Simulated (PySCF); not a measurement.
Compound: BrClI2Si.
Atom-mapped SMILES: `[Cl:1][Si:2]([Br:3])([I:4])[I:5]`

The calculation used PBE0-D3(BJ)/def2-SVP geometry optimisation, gas phase, def2 core potentials past Kr in PySCF 2.14.0.

Q: Give the optimised bond lengths and angles.

A: 
| bond | length (Å) | order |
| --- | --- | --- |
| Cl1–Si2 | 2.050 | single |
| Si2–Br3 | 2.206 | single |
| Si2–I4, Si2–I5 | 2.429 | single |

Bonds in one row agree within 0.01 Å and their mean is given. Orders are formal, as drawn. A selection of angles:
| angle | degrees |
| --- | --- |
| Cl1–Si2–Br3 | 108.6 |
| Cl1–Si2–I4 | 109.2 |
| Br3–Si2–I4 | 109.4 |
| I4–Si2–I5 | 110.7 |

Si2 (chlorine-bound silicon) is tetrahedral (angles from 108.6° to 110.7°).

Point group: Cs (every atom within 0.08 Å of its image). No PBE0-D3(BJ)/def2-SVP frequencies stand behind this structure, so it isn't proved a minimum.

---

Compound: RuO4 (singlet state).
Bonds: Ru1–O2, Ru1–O3, Ru1–O4, Ru1–O5.

Level of theory: PBE0-D3(BJ)/def2-SVP geometry optimisation, gas phase, def2 core potentials past Kr (PySCF 2.14.0).

Question: What internal coordinates does the optimisation give?

Answer: 
```
                   bond  length (Å)
Ru1–O2 and 3 like bonds       1.664
```

Bonds in one row agree within 0.01 Å and their mean is given. A selection of angles:
```
    angle  degrees
O2–Ru1–O3    109.4
```

All 4 O–Ru bonds measure 1.663 to 1.664 Å. Ru1 (ruthenium bonded to 4 O) is tetrahedral (angles from 109.4° to 109.5°).

Point group: Td (every atom within 0.08 Å of its image). PBE0-D3(BJ)/def2-SVP frequencies: not computed here.

The run took 17 s of wall time on an Arm Neoverse V1 with one thread, shared host with 64 logical CPUs at a one-minute load of 14, and the process peaked at 0.34 GiB of memory. These figures are those of the optimisation.
